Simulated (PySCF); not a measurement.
tellurium atom (Te), triplet (core potentials on Te); CASSCF(8,6)/def2-SVP (PySCF).

Here is a job for PySCF.
```python
from pyscf import gto, scf, mcscf
import numpy

mol = gto.M(
    atom='''
Te    0.00000000    0.00000000    0.00000000
''',
    basis='def2-svp',
    ecp={'Te': 'def2-svp'},
    spin=2,
    verbose=4,
)

mf = scf.ROHF(mol)
mf.kernel()
mc = mcscf.CASSCF(mf, 6, 8)
mc.fix_spin_(ss=2.0)
mc.kernel()
occ = numpy.linalg.eigvalsh(mc.fcisolver.make_rdm1(mc.ci, mc.ncas, mc.nelecas))[::-1]
ss = mc.fcisolver.spin_square(mc.ci, mc.ncas, mc.nelecas)[0]
print('natural occupations', occ.round(4), ' <S^2>', round(ss, 4))
```

Problem. What does PySCF print? Leave out banner, timings and long lists.

Solution. 
```
PySCF version 2.14.0

[INPUT] verbose = 4
[INPUT] num. atoms = 1
[INPUT] num. electrons = 24
[INPUT] charge = 0
[INPUT] spin (= nelec alpha-beta = 2S) = 2
[INPUT] symmetry False subgroup None
[INPUT] Mole.unit = angstrom
[INPUT] Symbol           X                Y                Z      unit          X                Y                Z       unit  Magmom
[INPUT]  1 Te     0.000000000000   0.000000000000   0.000000000000 AA    0.000000000000   0.000000000000   0.000000000000 Bohr   0.0

nuclear repulsion = 0
number of shells = 10
number of NR pGTOs = 61
number of NR cGTOs = 26
basis = def2-svp
ecp = {'Te': 'def2-svp'}

******** <class 'pyscf.scf.rohf.ROHF'> ********
method = ROHF
initial guess = minao
damping factor = 0
level_shift factor = 0
DIIS = <class 'pyscf.scf.diis.CDIIS'>
diis_start_cycle = 1
diis_space = 8
diis_damp = 0
SCF conv_tol = 1e-09
SCF conv_tol_grad = None
SCF max_cycles = 50
direct_scf = True
direct_scf_tol = 1e-13
num. doubly occ = 11  num. singly occ = 2
Set gradient conv threshold to 3.16228e-05
init E= -238.463455321123
  HOMO = -1.00843535188903  LUMO = -0.225518717166898  gap/eV = 21.30425
cycle= 1 E= -266.529170229923  delta_E= -28.1  |g|= 1.46  |ddm|= 4.81
  HOMO = -0.0248531274591341  LUMO = 0.462006267778574  gap/eV = 13.24812
cycle= 2 E= -266.96153924177  delta_E= -0.432  |g|= 0.437  |ddm|= 2.41
  HOMO = -0.191412090849824  LUMO = 0.354970599142549  gap/eV = 14.86783
cycle= 3 E= -266.992832139099  delta_E= -0.0313  |g|= 0.0239  |ddm|= 0.387
  HOMO = -0.194026622987753  LUMO = 0.359127768895436  gap/eV = 15.05210
cycle= 4 E= -266.99324394181  delta_E= -0.000412  |g|= 0.00591  |ddm|= 0.0611
  HOMO = -0.193743273907847  LUMO = 0.359487354310655  gap/eV = 15.05417
cycle= 5 E= -266.993276152628  delta_E= -3.22e-05  |g|= 0.000435  |ddm|= 0.0206
  HOMO = -0.193991543365698  LUMO = 0.359290712729606  gap/eV = 15.05558
cycle= 6 E= -266.993276246224  delta_E= -9.36e-08  |g|= 7.01e-05  |ddm|= 0.00114
  HOMO = -0.193967196007789  LUMO = 0.359296804971756  gap/eV = 15.05508
cycle= 7 E= -266.993276248619  delta_E= -2.4e-09  |g|= 5.45e-06  |ddm|= 0.00017
  HOMO = -0.19396572814288  LUMO = 0.359297217374905  gap/eV = 15.05505
cycle= 8 E= -266.993276248635  delta_E= -1.65e-11  |g|= 1.19e-07  |ddm|= 1.6e-05
  HOMO = -0.193965629777655  LUMO = 0.359297231925469  gap/eV = 15.05505
Extra cycle  E= -266.993276248635  delta_E= -1.14e-13  |g|= 3.13e-08  |ddm|= 2.27e-07
converged SCF energy = -266.993276248635

******** <class 'pyscf.mcscf.mc1step.CASSCF'> ********
CAS (5e+3e, 6o), ncore = 8, nvir = 12
max_cycle_macro = 50
max_cycle_micro = 4
conv_tol = 1e-07
conv_tol_grad = None
orbital rotation max_stepsize = 0.02
orbital rotation threshold for CI restart = 0.01
augmented hessian ah_max_cycle = 30
augmented hessian ah_conv_tol = 1e-12
augmented hessian ah_linear dependence = 1e-14
augmented hessian ah_level shift = 1e-08
augmented hessian ah_start_tol = 2.5
augmented hessian ah_start_cycle = 3
augmented hessian ah_grad_trust_region = 3
kf_trust_region = 3
kf_interval = 4
ci_response_space = 4
ci_grad_trust_region = 3
with_dep4 0
natorb = False
canonicalization = True
sorting_mo_energy = False
ao2mo_level = 2
internal_rotation = False
******** <class 'pyscf.fci.addons.SpinPenaltyFCISolver'> ********
max. cycles = 50
conv_tol = 1e-08
davidson only = True
linear dependence = 1e-12
level shift = 0.001
max iter space = 12
nroots = 1
pspace_size = 400
spin = None
CASCI E = -266.994473696232  S^2 = 2.0000000
Set conv_tol_grad to 0.000316228
macro iter   1 ( 21 JK    4 micro), CASSCF E = -266.995439418909  dE = -9.65722677e-04  S^2 = 2.0000000
               |grad[o]|=0.00143  |grad[c]|=0.00562  |ddm|=0.00256  |maxRot[o]|=0.315
macro iter   2 ( 21 JK    4 micro), CASSCF E = -266.997522236220  dE = -2.08281731e-03  S^2 = 2.0000000
               |grad[o]|=0.00404  |grad[c]|=0.00558  |ddm|=0.00239  |maxRot[o]|=0.315
macro iter   3 ( 21 JK    4 micro), CASSCF E = -267.000229210654  dE = -2.70697443e-03  S^2 = 2.0000000
               |grad[o]|=0.00511  |grad[c]|=0.00559  |ddm|=0.00336  |maxRot[o]|=0.315
macro iter   4 ( 21 JK    4 micro), CASSCF E = -267.002742372098  dE = -2.51316144e-03  S^2 = 2.0000000
               |grad[o]|=0.00505  |grad[c]|=0.00458  |ddm|=0.00378  |maxRot[o]|=0.315
macro iter   5 ( 21 JK    4 micro), CASSCF E = -267.003953291794  dE = -1.21091970e-03  S^2 = 2.0000000
               |grad[o]|=0.00353  |grad[c]|=0.00263  |ddm|=0.00257  |maxRot[o]|=0.315
macro iter   6 (  4 JK    1 micro), CASSCF E = -267.003968710020  dE = -1.54182259e-05  S^2 = 2.0000000
               |grad[o]|=0.00063  |grad[c]|=0.000937  |ddm|=0.000192  |maxRot[o]|=0.037
macro iter   7 (  3 JK    1 micro), CASSCF E = -267.003968728442  dE = -1.84220426e-08  S^2 = 2.0000000
               |grad[o]|=3.28e-05  |grad[c]|=3.45e-05  |ddm|=1.07e-05  |maxRot[o]|=0.00122
1-step CASSCF converged in   7 macro (112 JK  22 micro) steps
CASSCF canonicalization
Density matrix diagonal elements [1.99988885 1.99470993 1.99141228 1.         1.         0.01398893]
CASSCF energy = -267.003968728442
CASCI E = -267.003968728442  E(CI) = -18.3609513258524  S^2 = 2.0000000
natural occupations [1.9999 1.9947 1.9914 1.     1.     0.014 ]  <S^2> 2.0
```
